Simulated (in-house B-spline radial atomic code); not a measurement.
The aluminium ion Al⁸⁺: [He] 2s2 3p1 (an excited or competing configuration)

All numbers are computed (Dirac-Hartree-Fock, average of configuration; Fermi nucleus of rms radius 3.061 fm) with a B-spline radial code for spherical atoms, not measured.

Screening seen three ways: the hydrogenic charge with the same mean radius, Z_r = [3n² - l(l+1)]/(2<r>), the one with the same energy, Z_e = n√(-2ε), and Slater's rules. Values are occupation-weighted means over j.

```csv
shell,electrons,ε (eV),<r> (bohr),Z_r,Z_e,Slater
1s,2,-1934,0.1187,12.63,11.92,12.70
2s,2,-370.35,0.5257,11.41,10.43,10.95
3p,1,-133.74,1.27,9.84,9.41,9.30
```

The least bound orbital is 3p3/2 at -133.7 eV, and it is also the most diffuse (<r> = 1.27 bohr).

Spin-orbit splittings of the orbital energies (j = l + 1/2 above j = l - 1/2 when positive): 3p 0.1684 eV.

For the 1s electron the small component carries 0.214 % of the norm, the zero-frequency Breit interaction raises the level by 0.8007 eV, self-energy by 0.3724 eV, and vacuum polarisation lowers it by 0.02235 eV.
